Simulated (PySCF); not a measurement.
C4H5, doublet, at a GFN2-xTB geometry; B3LYP5/6-31G* (PySCF).

The PySCF input:
```python
from pyscf import gto, scf, dft

mol = gto.M(
    atom='''
C    -0.01669866   -0.14473260    2.05451619
C    -0.00572650   -0.05021694    0.70569704
C     0.00420741    0.03413279   -0.51310411
C     0.01585773    0.13725248   -1.95067878
H    -0.94506085   -0.19981979    2.59400011
H     0.90273351   -0.16585290    2.61141141
H    -0.00059800    1.18728795   -2.25276024
H     0.91722312   -0.32377874   -2.35724285
H    -0.86013765   -0.35645090   -2.37399048
''',
    basis='6-31g*',
    spin=1,
    verbose=4,
)

mf = dft.UKS(mol)
mf.xc = 'b3lyp5'
mf.kernel()
```

What does PySCF print? Leave out banner, timings and long lists.


```
PySCF version 2.14.0

[INPUT] verbose = 4
[INPUT] num. atoms = 9
[INPUT] num. electrons = 29
[INPUT] charge = 0
[INPUT] spin (= nelec alpha-beta = 2S) = 1
[INPUT] symmetry False subgroup None
[INPUT] Mole.unit = angstrom
[INPUT] Symbol           X                Y                Z      unit          X                Y                Z       unit  Magmom
[INPUT]  1 C     -0.016698660000  -0.144732600000   2.054516190000 AA   -0.031555894047  -0.273504975296   3.882472917585 Bohr   0.0
[INPUT]  2 C     -0.005726500000  -0.050216940000   0.705697040000 AA   -0.010821516652  -0.094896263414   1.333574132516 Bohr   0.0
[INPUT]  3 C      0.004207410000   0.034132790000  -0.513104110000 AA    0.007950852594   0.064501624967  -0.969626241289 Bohr   0.0
[INPUT]  4 C      0.015857730000   0.137252480000  -1.950678780000 AA    0.029966766657   0.259369597117  -3.686248651201 Bohr   0.0
[INPUT]  5 H     -0.945060850000  -0.199819790000   2.594000110000 AA   -1.785906177549  -0.377604677368   4.901949774992 Bohr   0.0
[INPUT]  6 H      0.902733510000  -0.165852900000   2.611411410000 AA    1.705919097367  -0.313416557965   4.934852363464 Bohr   0.0
[INPUT]  7 H     -0.000598000000   1.187287950000  -2.252760240000 AA   -0.001130056222   2.243649056496  -4.257099877909 Bohr   0.0
[INPUT]  8 H      0.917223120000  -0.323778740000  -2.357242850000 AA    1.733300491919  -0.611853143557  -4.454543395589 Bohr   0.0
[INPUT]  9 H     -0.860137650000  -0.356450900000  -2.373990480000 AA   -1.625424587927  -0.673594577855  -4.486191829525 Bohr   0.0

nuclear repulsion = 94.5882190884109
number of shells = 34
number of NR pGTOs = 128
number of NR cGTOs = 66
basis = 6-31g*
ecp = {}

******** <class 'pyscf.dft.uks.UKS'> ********
method = UKS
initial guess = minao
damping factor = 0
level_shift factor = 0
DIIS = <class 'pyscf.scf.diis.CDIIS'>
diis_start_cycle = 1
diis_space = 8
diis_damp = 0
SCF conv_tol = 1e-09
SCF conv_tol_grad = None
SCF max_cycles = 50
direct_scf = True
direct_scf_tol = 1e-13
number electrons alpha = 15  beta = 14
XC library pyscf.dft.libxc version 7.1.2
    S. Lehtola, C. Steigemann, M. J. T. Oliveira, and M. A. L. Marques,  SoftwareX 7, 1–5 (2018)
XC functionals = b3lyp5
    P. A. M. Dirac,  Math. Proc. Cambridge Philos. Soc. 26, 376 (1930)
    F. Bloch,  Z. Phys. 57, 545 (1929)
    A. D. Becke,  Phys. Rev. A 38, 3098 (1988)
    C. Lee, W. Yang, and R. G. Parr,  Phys. Rev. B 37, 785 (1988)
    B. Miehlich, A. Savin, H. Stoll, and H. Preuss,  Chem. Phys. Lett. 157, 200 (1989)
    S. H. Vosko, L. Wilk, and M. Nusair,  Can. J. Phys. 58, 1200 (1980)
radial grids:
    Treutler-Ahlrichs [JCP 102, 346 (1995); DOI:10.1063/1.469408] (M4) radial grids

becke partition: Becke, JCP 88, 2547 (1988); DOI:10.1063/1.454033
pruning grids: <function nwchem_prune>
grids dens level: 3
symmetrized grids: False
atomic radii adjust function: <function treutler_atomic_radii_adjust>
small_rho_cutoff = 0
Set gradient conv threshold to 3.16228e-05
tot grids = 105512
init E= -155.606624590105

cycle= 1 E= -155.18011826691  delta_E= 0.427  |g|= 0.243  |ddm|= 2.38
cycle= 2 E= -155.184510716267  delta_E= -0.00439  |g|= 0.237  |ddm|= 0.584
cycle= 3 E= -155.215127316579  delta_E= -0.0306  |g|= 0.0684  |ddm|= 0.365
cycle= 4 E= -155.217205933481  delta_E= -0.00208  |g|= 0.028  |ddm|= 0.0868
cycle= 5 E= -155.217681610629  delta_E= -0.000476  |g|= 0.0102  |ddm|= 0.0378
cycle= 6 E= -155.217761683786  delta_E= -8.01e-05  |g|= 0.00398  |ddm|= 0.0144
cycle= 7 E= -155.21778246551  delta_E= -2.08e-05  |g|= 0.00136  |ddm|= 0.00971
cycle= 8 E= -155.217786006767  delta_E= -3.54e-06  |g|= 0.000701  |ddm|= 0.0044
cycle= 9 E= -155.217786740152  delta_E= -7.33e-07  |g|= 0.000271  |ddm|= 0.00165
cycle= 10 E= -155.217786987859  delta_E= -2.48e-07  |g|= 4.73e-05  |ddm|= 0.00141
cycle= 11 E= -155.21778699507  delta_E= -7.21e-09  |g|= 1.04e-05  |ddm|= 0.000257
cycle= 12 E= -155.217786995165  delta_E= -9.48e-11  |g|= 7.62e-06  |ddm|= 2.5e-05
Extra cycle  E= -155.217786995158  delta_E= 7.11e-12  |g|= 9.42e-06  |ddm|= 1.92e-05
converged SCF energy = -155.217786995158  <S^2> = 0.76986349  2S+1 = 2.0197658
```
